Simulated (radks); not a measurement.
Li I, 3 electrons, occupied as [He] 2p1 (not the ground configuration). All-electron calculation, scalar-relativistic Kohn-Sham, r2SCAN, spin-polarised, spherical densities, finite nucleus; open shells are filled with parallel spins first; meta-GGA in the generalised Kohn-Sham scheme; Fermi nuclear charge, rms radius 2.444 fm. Program: a radial shooting solver on a logarithmic mesh with Libxc functionals.

Normalised radial functions P(r) = r R(r), r in bohr:

```
   r/bohr * 1s down (the largest magnitude, 1.17, reaches the edge; | marks zero)
  0.02088 |        *
  0.02899 |           *
  0.04024 |               *
  0.05631 |                    *
  0.07816 |                          *
   0.1085 |                                 *
   0.1518 |                                         *
   0.2108 |                                                *
   0.2949 |                                                     *
   0.4094 |                                                      *
   0.5684 |                                                 *
   0.7954 |                                      *
    1.104 |                        *
    1.545 |           *
    2.145 |   *
    2.977 |*
    4.166 *
    5.784 *
    8.029 *
    11.23 *
     15.6 *
```

1s down: eigenvalue -55.000 eV, 0 radial nodes, <r> = 0.576 bohr, 90 % of the charge inside 1.04 bohr.
